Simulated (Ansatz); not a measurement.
Ansatz (a program for electronic structure) input (B3LYP-D3(BJ)/def2-TZVP):

Ansatz 0.2 input:
```yaml
crystal:
  periodic: [false, false, false]
  atoms:
    - {symbol: Se, position_ang: [-0.00000000, -0.00000000, -1.69647763]}
    - {symbol: C, position_ang: [0.00000000, 0.00000000, 0.00000000]}
    - {symbol: Se, position_ang: [0.00000000, 0.00000000, 1.69647763]}
basis:
  gaussian:
    orbitals: def2-TZVP
hamiltonian:
  xc: b3lyp
  dispersion: d3bj
phonons: {temperatures: {t_min: 298.15, t_max: 298.15, t_step: 100}}
```

Output:

```
Functional definition: B3LYP
integrals: 0.05 GiB planned
998 factors; their error is unknown
mean field: 0.53 GiB planned
mean field evaluation 1: about -131733.0594 eV, gradient 4.4e1 eV
mean field evaluation 2: about -131713.9932 eV, gradient 8.8e1 eV
mean field evaluation 4: about -131737.3158 eV, gradient 1.4e0 eV
mean field evaluation 8: about -131737.9836 eV, gradient 6.1e-2 eV
mean field evaluation 16: about -131737.9836 eV, gradient 1.3e-5 eV
mean field -131737.98361769 eV, -4841.2816027375 hartree, gradient 1.3e-5 eV, S^2 0.000000; 0 other end points of the search recorded, 0 dependent functions left out
the calculation of the forces begins
reference -131737.98380659 eV, -4841.2816096795 hartree; 37, 37 occupied and 90, 90 virtual orbitals, 998 factors
these checks for a lower state are left out or cut short: stability, starts, cluster_reference, orbital_swaps, neighbouring_geometries, increment
integrals: 0.05 GiB planned
998 factors; their error is unknown
mean field: 0.53 GiB planned
mean field -131737.98361438 eV, -4841.2816026159 hartree, gradient 3.6e-7 eV, S^2 0.000000; 0 other end points of the search recorded, 0 dependent functions left out
the calculation of the forces begins
reference -131737.98380328 eV, -4841.2816095578 hartree; 37, 37 occupied and 90, 90 virtual orbitals, 998 factors
these checks for a lower state are left out or cut short: stability, starts, cluster_reference, orbital_swaps, neighbouring_geometries, increment
integrals: 0.05 GiB planned
998 factors; their error is unknown
mean field: 0.53 GiB planned
mean field evaluation 32: about -131737.9836 eV, gradient 3.5e-7 eV
mean field -131737.98361438 eV, -4841.2816026159 hartree, gradient 3.5e-7 eV, S^2 0.000000; 0 other end points of the search recorded, 0 dependent functions left out
the calculation of the forces begins
reference -131737.98380328 eV, -4841.2816095578 hartree; 37, 37 occupied and 90, 90 virtual orbitals, 998 factors
these checks for a lower state are left out or cut short: stability, starts, cluster_reference, orbital_swaps, neighbouring_geometries, increment
integrals: 0.05 GiB planned
998 factors; their error is unknown
mean field: 0.53 GiB planned
mean field -131737.98361438 eV, -4841.2816026159 hartree, gradient 3.4e-7 eV, S^2 0.000000; 0 other end points of the search recorded, 0 dependent functions left out
the calculation of the forces begins
reference -131737.98380328 eV, -4841.2816095578 hartree; 37, 37 occupied and 90, 90 virtual orbitals, 998 factors
these checks for a lower state are left out or cut short: stability, starts, cluster_reference, orbital_swaps, neighbouring_geometries, increment
integrals: 0.05 GiB planned
998 factors; their error is unknown
mean field: 0.53 GiB planned
mean field -131737.98361438 eV, -4841.2816026159 hartree, gradient 3.4e-7 eV, S^2 0.000000; 0 other end points of the search recorded, 0 dependent functions left out
the calculation of the forces begins
reference -131737.98380328 eV, -4841.2816095578 hartree; 37, 37 occupied and 90, 90 virtual orbitals, 998 factors
these checks for a lower state are left out or cut short: stability, starts, cluster_reference, orbital_swaps, neighbouring_geometries, increment
integrals: 0.05 GiB planned
998 factors; their error is unknown
mean field: 0.53 GiB planned
mean field -131737.98342043 eV, -4841.2815954886 hartree, gradient 4.1e-7 eV, S^2 0.000000; 0 other end points of the search recorded, 0 dependent functions left out
the calculation of the forces begins
reference -131737.98360933 eV, -4841.2816024303 hartree; 37, 37 occupied and 90, 90 virtual orbitals, 998 factors
these checks for a lower state are left out or cut short: stability, starts, cluster_reference, orbital_swaps, neighbouring_geometries, increment
integrals: 0.05 GiB planned
998 factors; their error is unknown
mean field: 0.53 GiB planned
mean field evaluation 64: about -131737.9836 eV, gradient 4.3e-7 eV
mean field -131737.98357084 eV, -4841.2816010160 hartree, gradient 4.3e-7 eV, S^2 0.000000; 0 other end points of the search recorded, 0 dependent functions left out
the calculation of the forces begins
reference -131737.98375975 eV, -4841.2816079581 hartree; 37, 37 occupied and 90, 90 virtual orbitals, 998 factors
these checks for a lower state are left out or cut short: stability, starts, cluster_reference, orbital_swaps, neighbouring_geometries, increment
integrals: 0.05 GiB planned
998 factors; their error is unknown
mean field: 0.53 GiB planned
mean field -131737.98360433 eV, -4841.2816022468 hartree, gradient 3.8e-7 eV, S^2 0.000000; 0 other end points of the search recorded, 0 dependent functions left out
the calculation of the forces begins
reference -131737.98379323 eV, -4841.2816091888 hartree; 37, 37 occupied and 90, 90 virtual orbitals, 998 factors
these checks for a lower state are left out or cut short: stability, starts, cluster_reference, orbital_swaps, neighbouring_geometries, increment
integrals: 0.05 GiB planned
998 factors; their error is unknown
mean field: 0.53 GiB planned
mean field -131737.98360433 eV, -4841.2816022468 hartree, gradient 3.8e-7 eV, S^2 0.000000; 0 other end points of the search recorded, 0 dependent functions left out
the calculation of the forces begins
reference -131737.98379323 eV, -4841.2816091888 hartree; 37, 37 occupied and 90, 90 virtual orbitals, 998 factors
these checks for a lower state are left out or cut short: stability, starts, cluster_reference, orbital_swaps, neighbouring_geometries, increment
integrals: 0.05 GiB planned
998 factors; their error is unknown
mean field: 0.53 GiB planned
mean field -131737.98360433 eV, -4841.2816022468 hartree, gradient 3.8e-7 eV, S^2 0.000000; 0 other end points of the search recorded, 0 dependent functions left out
the calculation of the forces begins
reference -131737.98379323 eV, -4841.2816091888 hartree; 37, 37 occupied and 90, 90 virtual orbitals, 998 factors
these checks for a lower state are left out or cut short: stability, starts, cluster_reference, orbital_swaps, neighbouring_geometries, increment
integrals: 0.05 GiB planned
998 factors; their error is unknown
mean field: 0.53 GiB planned
mean field evaluation 96: about -131737.9836 eV, gradient 3.7e-7 eV
mean field -131737.98360433 eV, -4841.2816022468 hartree, gradient 3.7e-7 eV, S^2 0.000000; 0 other end points of the search recorded, 0 dependent functions left out
the calculation of the forces begins
reference -131737.98379323 eV, -4841.2816091888 hartree; 37, 37 occupied and 90, 90 virtual orbitals, 998 factors
these checks for a lower state are left out or cut short: stability, starts, cluster_reference, orbital_swaps, neighbouring_geometries, increment
integrals: 0.05 GiB planned
998 factors; their error is unknown
mean field: 0.53 GiB planned
mean field -131737.98339287 eV, -4841.2815944758 hartree, gradient 5.8e-7 eV, S^2 0.000000; 0 other end points of the search recorded, 0 dependent functions left out
the calculation of the forces begins
reference -131737.98358177 eV, -4841.2816014178 hartree; 37, 37 occupied and 90, 90 virtual orbitals, 998 factors
these checks for a lower state are left out or cut short: stability, starts, cluster_reference, orbital_swaps, neighbouring_geometries, increment
integrals: 0.05 GiB planned
998 factors; their error is unknown
mean field: 0.53 GiB planned
mean field -131737.98339287 eV, -4841.2815944758 hartree, gradient 5.8e-7 eV, S^2 0.000000; 0 other end points of the search recorded, 0 dependent functions left out
the calculation of the forces begins
reference -131737.98358177 eV, -4841.2816014178 hartree; 37, 37 occupied and 90, 90 virtual orbitals, 998 factors
Total energy: -131738.14744348 eV, -4841.2876232243 hartree
Atom 0 at    -0.000000    -0.000000    -1.696478 Å, force    -0.000000     0.000000    -0.000022 eV/Å
Atom 1 at     0.000000     0.000000     0.000000 Å, force     0.000000     0.000000     0.000000 eV/Å
Atom 2 at     0.000000     0.000000     1.696478 Å, force    -0.000000    -0.000000     0.000022 eV/Å
Dipole moment:     0.000000     0.000000    -0.000000 e Å
Vibrations: 322.67 322.67 381.24 1323.96 cm⁻¹, zero-point energy 0.145715 eV
```
